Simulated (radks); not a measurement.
Ionisation of neutral argon, [Ar], to [Ne] 3s2 3p5 as the strength of local exchange is varied. Method: non-relativistic Kohn-Sham, Slater X-alpha exchange (alpha = 2/3 is LDA exchange), no correlation, spin-polarised, spherical densities, point nucleus; computed with a radial shooting solver on a logarithmic mesh with Libxc functionals.

alpha  E(Ar) (hartree)  exchange (hartree)  IE (eV)  -e of the level emptied (eV)  <r> of it (bohr)
0.552       -519.75921           -22.81391   12.940                    7.664 (3p)             1.729
0.667       -524.53131           -27.78941   14.492                    9.087 (3p)             1.682
0.732       -527.24554           -30.63528   15.404                    9.933 (3p)             1.656
0.78        -529.25775           -32.75239   16.093                   10.575 (3p)             1.639
0.952       -536.52275           -40.44694   18.672                   13.003 (3p)             1.579
0.977       -537.58581           -41.57939   19.061                   13.372 (3p)             1.571
1.015       -539.20510           -43.30754   19.659                   13.940 (3p)             1.559

NIST Atomic Spectra Database: 15.760 eV (measured). The Delta-SCF value meets it near alpha = 0.76. Open shells are spherical and high-spin; term and fine-structure splittings are not resolved.
